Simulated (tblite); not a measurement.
C₅H₁₁AsO.
Cartesian coordinates in Å at the GFN2-xTB level; atoms count from 1:
```xyz
18
C5H11AsO angstrom
O     -2.6570    0.5804    0.2298
C     -1.5651   -0.3009    0.3363
C     -0.4119    0.0664   -0.6037
C      0.7075   -0.9725   -0.5472
C      1.4123   -0.8537    0.7981
As     1.5954    1.0922    1.1562
C      0.1743    1.4213   -0.2063
H     -2.9745    0.5729   -0.6802
H     -1.2404   -0.2218    1.3780
H     -1.8869   -1.3360    0.1443
H     -0.8170    0.1115   -1.6242
H      1.4191   -0.7518   -1.3485
H      0.3173   -1.9807   -0.7114
H      2.3824   -1.3543    0.7901
H      0.8143   -1.3141    1.5884
H      2.7296    1.2554    0.1639
H      0.6063    1.9305   -1.0707
H     -0.6145    2.0616    0.1953
```

Computed values, GFN2-xTB/tblite, gas phase, harmonic and unscaled. Against measured fundamentals such values can be off by several per cent, at times by over 20. Modes of hydrogen on arsenic can be 10 to 20 % off. One conformer, not necessarily the lowest.

Harmonic wavenumbers (cm⁻¹): 61.0, 106.6, 192.5, 252.3, 331.0, 347.5, 371.2, 470.9, 525.8, 578.2, 650.1, 694.0, 699.3, 822.7, 850.8, 880.4, 936.9, 958.7, 991.0, 1040.1, 1077.8, 1093.4, 1111.6, 1129.1, 1138.1, 1201.8, 1218.8, 1254.1, 1271.7, 1320.0, 1327.1, 1335.4, 1356.1, 1456.1, 1462.7, 1473.6, 1487.9, 1841.4, 2859.4, 2885.9, 2936.1, 2943.9, 2946.4, 2954.4, 2958.0, 2961.8, 2966.1, 3539.4.

A = 3126, B = 1145, C = 984.4 MHz; mass 162.003 u (most abundant isotopes); point group C1, symmetry number 1.

Problem. What is the zero-point energy?

Solution. Half the sum of the wavenumbers: 32635 cm⁻¹ = 390.40 kJ/mol.

Problem. Entropy at 500 K, 1 bar (ideal gas, RRHO, classical rotation)?

Solution. Translation 183.05, rotation 127.37, vibration 154.50: S = 464.9 J/(mol K).

Problem. And Cp and H(500 K) − H(0)?

Solution. Cp = 214.96 J/(mol K), of which vibrations give 181.70 (their classical limit is 48 R = 399.1); H(500 K) − H(0) = 59.58 kJ/mol without the zero-point energy, 42.95 from vibrations.

Problem. How do the functions run with temperature in this model?

Solution. 
```
 T (K)  S (J/(mol K))  Cp (J/(mol K))  H − H(0) (kJ/mol)  G − H(0) (kJ/mol)  ln q(vib)
    50          240.4            45.2               1.89             -10.13       0.24
   100          276.4            60.7               4.53             -23.11       0.89
298.15          374.8           136.7              23.72             -88.04       4.25
373.15          408.9           168.2              35.17            -117.43       5.68
   750          565.4           279.8             122.07            -301.97      13.47
  1000          652.0           321.5             197.59            -454.42      18.55
```

q(vib) and H(0) count from the zero-point level.

Problem. Which modes carry the vibrational entropy at 500 K?

Solution. 61.0 cm⁻¹: 22.79; 106.6 cm⁻¹: 18.17; 192.5 cm⁻¹: 13.33; 252.3 cm⁻¹: 11.16; 331.0 cm⁻¹: 9.03; 347.5 cm⁻¹: 8.65 J/(mol K); the other 42 give 71.37 together.

Hindered rotation and anharmonicity are outside this model. Other conformers, if any are populated, would add a mixing term that is left out. The structure is chiral; the term R ln 2 for an equal mix with its mirror image is left out.
